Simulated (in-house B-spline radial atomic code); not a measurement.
Ag. Computed with a B-spline radial atomic code. Model: non-relativistic spherical atom: semilocal Troullier-Martins pseudo-atom, one channel per l, against all electrons, high spin, G0W0 and RPA with empty states to l = 8, local potential for every l without a channel, a model core (radius 0 = none) keeps its share of the functional.

Without relativity these are model numbers for so heavy an element.

What the tables leave out is listed at the end.

The pseudopotential gives back the lowest level of each angular momentum of its own functional in the configuration it was made in; a second state of the same l is only approximately right. Exact exchange, RPA and GW see the smooth pseudo-orbitals and miss the exchange with the core, for which the functional's share stands in. The column with an uncorrelated core keeps all orbitals and exact exchange, and so separates missing core correlation from pseudisation. Only the three outermost levels and the lowest empty one were computed. RPA here is direct RPA, with no exchange kernel, and its energies carry an (l + 1/2)⁻⁴ tail. A hybrid on a potential with a model core restores only its own semilocal share of the core's exchange.

Command:
```bash
python run_psgw.py task.json out
```
Settings (lengths in bohr, energies in hartree):
```
Z                      47
electrons              47
configuration          [Kr] 4d10 5s1
generated_in           [Kr] 4d10 5s1
functional             lda,vwn
core_shells            7
radius_factor          1
core_correction        True
ion_configuration      [Kr] 4d10
```

Run time, properties included: 82 s on 1 thread of Arm Neoverse N1, with other jobs on the host.

Given: made with LDA VWN5; model core radius 0.628 bohr; local radius 1.138 bohr; mean-field start LDA VWN5.

Valence shells of the generating configuration: 4p, 4d, 5s.

Channel: s 2.593, p 0.881, d 1.034 (radii in bohr).

Computed: largest level miss in the spin-unpolarised generating configuration 0 eV; valence RPA correlation energy pseudo -1.2753 hartree; all-electron RPA polarisability, core included 40.096 bohr³; ionisation by mean-field all-electron 7.6635 eV; ionisation by mean-field pseudo minus all 0.008 eV; ionisation by RPA all-electron 7.5301 eV; ionisation by RPA pseudo minus all 0.737 eV.

```tsv
level	occupied	mean-field all-electron (eV)	mean-field pseudo minus all (eV)	G0W0 all-electron (eV)	G0W0 uncorrelated core minus all (eV)	G0W0 pseudo minus all (eV)	exchange self-energy all-electron (eV)	exchange self-energy pseudo (eV)
5s up	1	-4.5542	-0.001	-7.4353	-0.01	-0.512	-10.352	-10.53
5s down (empty)	0	-3.8862	0.001	-1.3239	-0.009	-0.544	-2.7044	-2.9056
```

(1) What is the valence RPA correlation energy all-electron orbitals?

(2) What is the pseudo-atom RPA polarisability?

Given: mean-field start PBE0.

Computed: valence RPA correlation energy all-electron orbitals -1.0223 hartree; valence RPA correlation energy pseudo -1.2118 hartree; all-electron RPA polarisability, core included 38.007 bohr³; ionisation by mean-field all-electron 7.0762 eV; ionisation by mean-field pseudo minus all 0.347 eV; ionisation by RPA all-electron 7.3847 eV.

```csv
level,occupied,mean-field all-electron (eV),mean-field pseudo minus all (eV),G0W0 all-electron (eV),G0W0 uncorrelated core minus all (eV),G0W0 pseudo minus all (eV),exchange self-energy all-electron (eV),exchange self-energy pseudo (eV)
5s up,1,-4.8705,-0.265,-7.3061,-0.009,-0.701,-9.8633,-10.729
5s down (empty),0,-2.4828,-0.208,-1.0737,-0.007,-0.459,-2.2632,-2.8258
```

(3) What is the pseudo-atom RPA polarisability?

(4) What is the ionisation by RPA pseudo minus all?

Results:

(1) -1.0858 hartree.

(2) 40.085 bohr³.

(3) 34.138 bohr³.

(4) 0.837 eV.

Among the listed levels the largest G0W0 shift of the pseudo-atom is -0.70 eV, for 5s up on the PBE0 start, while leaving the core uncorrelated moves that level by -0.01 eV. So pseudisation and the lost core exchange, not the missing core correlation, make the error. Not in the tables (levels of low weight, unsolved or above zero; the highest and the empty levels are kept at any weight): on LDA the G0W0 levels 4d down (pseudo minus all +0.69 eV, weights 0.44 and -0.00), 4d up (pseudo minus all +0.31 eV, weights 0.37 and 0.37); on PBE0 the G0W0 levels 4d down (pseudo minus all +0.71 eV, weights 0.76 and 0.71), 4d up (pseudo minus all +0.54 eV, weights 0.51 and 0.67); no Hartree-Fock pseudo-atom is run with a model core.
